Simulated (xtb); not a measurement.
Cl₅Nb, singlet, geometry from GFN2-xTB (such geometries of metal compounds can be far from the true shape); GFN0-xTB in xtb.

The xtb input:
```
$ xtb mol.xyz --gfn 0 --ohess --json

# file mol.xyz
6

Nb     0.00000000     0.00000000     0.00000000
Cl     1.85789039    -0.39583951    -1.21898392
Cl     0.99260993    -0.98374584     1.83231779
Cl    -0.99260993     0.98374584    -1.83231779
Cl    -1.65217834    -1.53614236     0.07029074
Cl    -0.20571205     1.93198187     1.14869318
```

Task: What does xtb print? Leave out banner, timings and long lists.

Result: 
```
   ID    Z sym.   atoms
    1   41 Nb     1
    2   17 Cl     2-6

           -------------------------------------------------
          |                Calculation Setup                |
           -------------------------------------------------

           -------------------------------------------------
          |                 G F N 0 - x T B                 |
           -------------------------------------------------

          ...................................................
          :                      SETUP                      :
          :.................................................:
          :  # basis functions                  60          :
          :  # atomic orbitals                  54          :
          :  # shells                           18          :
          :  # electrons                        40          :
          :  electronic temp.          300.0000000     K    :
          :  accuracy                    1.0000000          :
          :  -> integral cutoff          0.2500000E+02      :
          :  -> integral neglect         0.1000000E-07      :
          ...................................................

         :::::::::::::::::::::::::::::::::::::::::::::::::::::
         ::                     SUMMARY                     ::
         :::::::::::::::::::::::::::::::::::::::::::::::::::::
         :: total energy             -23.503200334555 Eh    ::
         :: gradient norm              0.000990142890 Eh/a0 ::
         :: HOMO-LUMO gap              4.650532076950 eV    ::
         ::.................................................::
         :: H0 energy                -23.457838709500 Eh    ::
         :: repulsion energy           0.022314098971 Eh    ::
         :: electrostat energy        -0.064528855987 Eh    ::
         :: -> Gsolv                   0.000000000000 Eh    ::
         ::    -> Gsasa                0.000000000000 Eh    ::
         ::    -> Gshift               0.000000000000 Eh    ::
         :: dispersion energy         -0.003146868039 Eh    ::
         :: short-range corr.          0.000000000000 Eh    ::
         :: add. restraining           0.000000000000 Eh    ::
         :: total charge               0.000000000000 e     ::
         :::::::::::::::::::::::::::::::::::::::::::::::::::::

      -----------------------------------------------------------
     |                   =====================                   |
     |                        A N C O P T                        |
     |                   =====================                   |
     |               Approximate Normal Coordinate               |
     |                Rational Function Optimizer                |
      -----------------------------------------------------------
      -----------------------------------------------------------
     |                   =====================                   |
     |                        A N C O P T                        |
     |                   =====================                   |
     |               Approximate Normal Coordinate               |
     |                Rational Function Optimizer                |
      -----------------------------------------------------------

          ...................................................
          :                      SETUP                      :
          :.................................................:
          :   optimization level            normal          :
          :   max. optcycles                   200          :
          :   ANC micro-cycles                  20          :
          :   degrees of freedom                12          :
          :.................................................:
          :   RF solver                   davidson          :
          :   write xtbopt.log                true          :
          :   linear?                        false          :
          :   energy convergence         0.5000000E-05 Eh   :
[...]
 * total energy  :   -23.5032003 Eh     change        0.0000000E+00 Eh
   *** GEOMETRY OPTIMIZATION CONVERGED AFTER 1 ITERATIONS ***
         :: total energy             -23.503200334555 Eh    ::
[...]
          :                      SETUP                      :
          :.................................................:
          :  # frequencies                          12      :
          :  # imaginary freq.                       0      :
          :  linear?                             false      :
          :  only rotor calc.                    false      :
          :  symmetry                              d3h      :
          :  rotational number                       6      :
          :  scaling factor                  1.0000000      :
          :  rotor cutoff                   50.0000000 cm⁻¹ :
          :  imag. cutoff                  -20.0000000 cm⁻¹ :
          :.................................................:

    mode    ω/cm⁻¹     T·S(HO)/kcal·mol⁻¹    T·S(FR)/kcal·mol⁻¹   T·S(vib)
   ------------------------------------------------------------------------
       1     18.18    -2.03459 (  1.72%)    -1.35587 ( 98.28%)    -1.36752
       2     18.17    -2.03465 (  1.72%)    -1.35590 ( 98.28%)    -1.36754
       3    106.85    -0.99145 ( 95.42%)    -0.83150 (  4.58%)    -0.98413
       4    106.85    -0.99144 ( 95.42%)    -0.83150 (  4.58%)    -0.98413
       5    108.87    -0.98059 ( 95.74%)    -0.82595 (  4.26%)    -0.97400
       6    123.29    -0.90879 ( 97.37%)    -0.78912 (  2.63%)    -0.90564
       7    123.29    -0.90879 ( 97.37%)    -0.78912 (  2.63%)    -0.90564
       8    173.29    -0.71542 ( 99.31%)    -0.68830 (  0.69%)    -0.71523
       9    221.02    -0.58161 ( 99.74%)    -0.61623 (  0.26%)    -0.58170
      10    234.86    -0.54904 ( 99.80%)    -0.59824 (  0.20%)    -0.54914
      11    254.56    -0.50649 ( 99.85%)    -0.57438 (  0.15%)    -0.50659
      12    254.56    -0.50649 ( 99.85%)    -0.57438 (  0.15%)    -0.50659
   ------------------------------------------------------------------------

   temp. (K)  partition function   enthalpy   heat capacity  entropy
                                   cal/mol     cal/K/mol   cal/K/mol   J/K/mol
 298.15  VIB  0.844E+05             4989.045     20.504     34.708
         ROT  0.192E+06              888.752      2.981     27.155
         INT  0.162E+11             5877.798     23.485     61.863
         TR   0.430E+28             1481.254      4.968     42.661
         TOT                        7359.0518    28.4531   104.5242   437.3294

       T/K    H(0)-H(T)+PV         H(T)/Eh          T*S/Eh         G(T)/Eh
   ------------------------------------------------------------------------
    298.15    0.117274E-01    0.157001E-01    0.496628E-01   -0.339628E-01
   ------------------------------------------------------------------------

         :::::::::::::::::::::::::::::::::::::::::::::::::::::
         ::                  THERMODYNAMIC                  ::
         :::::::::::::::::::::::::::::::::::::::::::::::::::::
         :: total free energy         -23.537163111638 Eh   ::
         ::.................................................::
         :: total energy              -23.503200334555 Eh   ::
         :: zero point energy           0.003972668529 Eh   ::
         :: G(RRHO) w/o ZPVE           -0.037935445613 Eh   ::
         :: G(RRHO) contrib.           -0.033962777084 Eh   ::
         :::::::::::::::::::::::::::::::::::::::::::::::::::::
imag cut-off (cm-1) :    5.00
 found            2  significant imaginary frequencies
 writing imag mode distorted coords to xtbhess.xyz
 for further optimization.

optimized geometry written to: xtbopt.xyz

           -------------------------------------------------
          | TOTAL ENERGY              -23.503200334555 Eh   |
          | TOTAL ENTHALPY            -23.487500270581 Eh   |
          | TOTAL FREE ENERGY         -23.537163111638 Eh   |
          | GRADIENT NORM               0.000990142890 Eh/α |
          | HOMO-LUMO GAP               4.650532076950 eV   |
           -------------------------------------------------

normal termination of xtb
```
